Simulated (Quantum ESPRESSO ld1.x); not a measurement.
Values are calculated unless marked as measured or tabulated.
Excited configurations of Ir III: one electron is placed in a higher orbital outside [Xe] 4f14 5d6. The ground configuration is [Xe] 4f14 5d7. Code: ld1.x of Quantum ESPRESSO 7.5. Model: Dirac Kohn-Sham, PBE, spin-unpolarised, spherical densities, point nucleus; open shells fill j = l - 1/2 first. Excitation = E - E(ground); binding = E(ion) - E, where the ion is the core of charge +3; n* = 3/sqrt(2 binding) in atomic units, and the quantum defect is n - n*.

| outer orbital | excitation (eV) | binding (eV) | eigenvalue (eV) | <r> (bohr) |
|---|---|---|---|---|
| 5f5/2 | 21.560 | 8.236 | -6.362 | 5.279 |
| 6s1/2 | 2.846 | 26.951 | -22.678 | 2.509 |
| 6p1/2 | 9.588 | 20.208 | -16.588 | 2.960 |
| 6d3/2 | 18.555 | 11.241 | -9.153 | 4.674 |
| 6f5/2 | 24.217 | 5.579 | -4.573 | 9.138 |
| 7s1/2 | 17.679 | 12.118 | -10.365 | 5.239 |
| 7p1/2 | 19.753 | 10.043 | -8.547 | 6.024 |
| 7d3/2 | 23.031 | 6.766 | -5.701 | 8.421 |
| 7f5/2 | 25.882 | 3.915 | -3.311 | 14.05 |

The Delta-SCF ionisation energy is 29.797 eV (NIST Atomic Spectra Database: 28 eV, theoretical). Self-interaction in the functional shifts the binding energies and quantum defects, so they are the method's values and not measured ones. Spin polarisation and multiplet splitting are left out, so open shells lie too high by an amount that depends on their filling.

Beside tabulated values, note that spin-unpolarised runs miss the spin-polarisation part of the exchange energy of open shells.
